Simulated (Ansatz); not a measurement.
One change: `C/N=[CH]\[GeH3]` becomes `C/N=C\N`.

Ansatz, PBE0-D4/def2-TZVP geometries, multiplicity 1. Each molecule was computed in one conformer, which needn't be the lowest.

Scalar relativity is left out up to krypton.

| property | `C/N=[CH]\[GeH3]` |
| --- | --- |
| size of the dipole moment (ωB97M-V/def2-TZVPP) / D | 1.09 |
| HOMO–LUMO gap (ωB97M-V/def2-TZVPP) / eV | 10.49 |
| LUMO energy (ωB97M-V/def2-TZVPP) / eV | 1.34 |
| LUMO energy (PBE/def2-TZVPP) / eV | -1.85 |
| size of the dipole moment (B3LYP/def2-TZVPP) / D | 1.01 |
| HOMO energy (PBE0/def2-TZVPP) / eV | -6.90 |

Q: What does the change do to each property? (Estimate.)

A: The calculation gave: 
```
                                          property  `C/N=C\N`  shift
size of the dipole moment (ωB97M-V/def2-TZVPP) / D       3.22   2.13
           HOMO–LUMO gap (ωB97M-V/def2-TZVPP) / eV      11.31   0.82
             LUMO energy (ωB97M-V/def2-TZVPP) / eV       2.25   0.91
                 LUMO energy (PBE/def2-TZVPP) / eV      -0.14   1.71
  size of the dipole moment (B3LYP/def2-TZVPP) / D       3.21   2.20
                HOMO energy (PBE0/def2-TZVPP) / eV      -6.79   0.11
```

With PBE0 the HOMO rises by 0.11 eV and the LUMO rises by 1.64 eV, so the gap widens by about 1.53 eV. PBE moves the HOMO by 0.11 eV and ωB97M-V by 0.09 eV. Dipoles are sizes alone; their direction can turn.

B3LYP here is the variant with VWN-RPA as its local correlation; programs differ in this.
